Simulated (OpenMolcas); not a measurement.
Computed levels of 3s2 3p in ions with 13 electrons, in cm-1 above 2P* 1/2.

```json
{
  "Program": "OpenMolcas 26.06",
  "Method": "XMS-RASPT2, IPEA 0.25 Eh, imaginary shift 0.1 Eh",
  "Basis": "ANO-RCC-VTZP",
  "Scalar Hamiltonian": "DKH2, point nucleus",
  "Spin-orbit coupling": "state interaction with AMFI integrals over the reference wave functions, term energies averaged over their components"
}
```

Active space for each ion: 3 electrons in 9 orbitals (RAS2 3s 3p; RAS3 3d, at most 2 electrons); closed shells correlated by CASPT2: 2s 2p.

| Level | P2+ | Cl4+ | Ar5+ |
| --- | --- | --- | --- |
| 2P* 3/2 | 488 | 1349 | 2010 |

Q: Estimate 2P* 3/2 for S3+ from its neighbours P2+ and Cl4+.

A: 2P* 3/2 is fine structure, which grows about as the fourth power of a screened charge, so the fourth roots are averaged: ((488^0.25 + 1349^0.25) / 2)^4 = 838. The calculation gives 841, so the estimate is off by -0.4 %; the measured value is 951 (NIST levels in Podobedova, Kelleher and Wiese, J. Phys. Chem. Ref. Data 38, 171 (2009)).

Active for correlation alone: 3d; no level in the range computed is led by a configuration that fills it, so any true level of that kind is missing. Computed and measured levels are paired by configuration, term and J; levels that our copy of the source lacks, or whose pairing is in doubt (as where it misses far off the trend of its configuration), stay unpaired and out of the deviations. Levels of configurations outside the active space are missing.

* marks odd parity.
